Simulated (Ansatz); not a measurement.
Molecule: tribromo(fluoro)germane, sum formula GeBr$_{3}$F (charge 0, singlet). 
Geometry from a B3LYP-D3(BJ)/def2-TZVP (Ansatz, a program for electronic structure) optimisation:
```xyz
5

F      0.0108     0.0414     2.1054
Ge     0.0019     0.0074     0.3766
Br    -1.1419    -1.8709    -0.2527
Br     2.1843    -0.0609    -0.3054
Br    -1.0469     1.9144    -0.3276
```

Quantity: vertical electron affinity (to the doublet state of charge -1; a negative value means that the extra electron is unbound and the number depends on the basis; each state is the SCF solution reached for its spin; the molecule has degenerate orbitals, so one determinant may break the symmetry), in eV. Cores are frozen in the correlated levels unless marked. UHF or UKS for open shells. No spin-orbit coupling. Frozen are the shells of the preceding noble gas and the d and f shells that filled before the atom's block. Non-relativistic. Anions need diffuse functions: aug- sets have them; def2-D sets add few. Basis-set limits of correlation are two-point, X^-3; Hartree-Fock from the larger set. The bracket is a focal-point correction in the basis named.

```csv
level,program,vertical electron affinity (eV)
HF/aug-cc-pVDZ,Ansatz,0.25
HF/aug-cc-pVTZ,Ansatz,0.07
HF/aug-cc-pVQZ,Ansatz,0.06
SVWN5/def2-TZVPD,Ansatz,1.57
```

**Question.** What does RI-MP2/CBS(aug-cc-pVTZ,aug-cc-pVQZ)+[CCSD(T)-MP2]/aug-cc-pVTZ (Ansatz) give?

**Answer.** 0.89 eV
